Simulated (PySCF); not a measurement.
A small calculation by hand: oscillator strength and radiative lifetime

C3H5Cl2FSi, SMILES F[Si](Cl)(Cl)CC=C.

Coordinates come from a r2SCAN-D4/def2-SVP optimisation. One conformer was computed; it need not be the lowest.

TDA-LC-ωPBE/def2-SVPD run with PySCF puts the first singlet state with f over 0.02 at 7.53 eV (vertical), with the transition dipole (1.317, -0.790, 0.016) in atomic units.

**Question.** Find the oscillator strength, the wavelength and the radiative lifetime that this transition would have in vacuum if emission retraced absorption.

**Answer.** 
|μ|² = 2.3588 au, so |μ| = 3.90 D. ΔE = 7.53/27.211 = 0.2767 hartree. f = (2/3) ΔE |μ|² = 0.435 (the program prints 0.435).
λ = 1239.84/7.53 = 165 nm; ν = 60734 cm⁻¹.
Einstein's coefficient A = 0.6670 ν² f s⁻¹ (ν in cm⁻¹) = 1.1e9 s⁻¹, so τ = 1/A = 0.93 ns. This state is S1. The figure is the radiative limit of this one transition; relaxation, internal conversion, crossing to triplets and a medium change what is measured.
